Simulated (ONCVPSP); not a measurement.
## Before and after: ONCV potential for dysprosium (Dy)

dysprosium (Dy), optimised norm-conserving Vanderbilt (ONCV), made with ONCVPSP 4.0.1 (LDA (Perdew-Wang 92), scalar-relativistic). Core [Xe] 4f9, reference 5d1 6s1.75 6p0.25. Waves: 6s: rc 2.80 bohr, ncon 4, nbas 8, qcut 1.9 1/bohr, 1 projector; 6p: rc 4.00 bohr, ncon 4, nbas 8, qcut 2.2 1/bohr, 2 projectors, debl 1.4 Ha; 5d: rc 3.50 bohr, ncon 4, nbas 9, qcut 5.3 1/bohr, 1 projector; f scattering state at 0.19 Ha: rc 4.15 bohr, ncon 4, nbas 8, qcut 2.6 1/bohr, 2 projectors, debl 4 Ha. Local part: polynomial inside 2.10 bohr (lpopt 5, dvloc0 3 Ha). Core correction: Teter function, fcfact 2.5, rcfact 1.05.

All-electron outer shells of the reference configuration (LDA (PZ), scalar-relativistic, ld1.x):

```csv
shell,level (eV),outermost node (bohr),outermost maximum (bohr)
5p,-28.97,0.67,1.30
4f,-9.74,–,0.53
6s,-4.63,1.54,3.23
5d,-2.76,0.76,1.94
6p,-1.57,1.86,4.47
```

Change: core correction Teter function, fcfact 2.5, rcfact 1.

Cutoffs: the cutoffs (Ha) at which the residual kinetic energy of the hardest occupied pseudo-wave falls to 1 and 0.1 mHa per electron; they do not see the model core or the augmentation charge, which bear on the density cutoff. Errors are all-electron minus pseudo energies relative to the spin-unpolarised reference configuration.

Predict the effect on cutoff, ghosts and configuration errors.

The potential gets neither clearly harder nor softer (7.4 Ha and 9.0 Ha → 7.4 Ha and 9.0 Ha); the errors of the 3 common tests hardly move; neither file shows a bound ghost. A model core, the more so a compact one, raises the density cutoff, which this test does not measure.

| quantity | base | changed |
| --- | --- | --- |
| cutoff, loose | 7.4 Ha | 7.4 Ha |
| cutoff, tight | 9.0 Ha | 9.0 Ha |
| bound ghosts | none | none |
| GHOST(+) flags under 300 eV | s at 10.9 eV | s at 10.9 eV |
| tests counted as reliable (solved cleanly; for ONCVPSP, near-neutral configurations with less than one 5d electron left out) | 3 of 4 | 3 of 4 |
| error for 5d1 6s2 6p0, meV [ΔE -0.76 eV] | +0.4 | +0.5 |
| error for 5d1 6s1 6p0, meV [ΔE 6.29 eV] | +12 | +13 |
| error for 5d1 6s0 6p0, meV [ΔE 18.99 eV] | +109 | +117 |
| s: phases at 2.85 bohr within 0.05 rad from the reference energy up to (Ha; the scan ends near 5) | 0.1 | 0.1 |
| p: phases at 4.05 bohr within 0.05 rad from the reference energy up to (Ha; the scan ends near 5) | n/a | n/a |
| d: phases at 3.55 bohr within 0.05 rad from the reference energy up to (Ha; the scan ends near 5) | 0.5 | 0.5 |
| f: phases at 4.20 bohr within 0.05 rad from the reference energy up to (Ha; the scan ends near 5) | n/a | n/a |
| rms error of d²Exc/dni dnj with the model core, mHa | 8.28 | 8.64 |
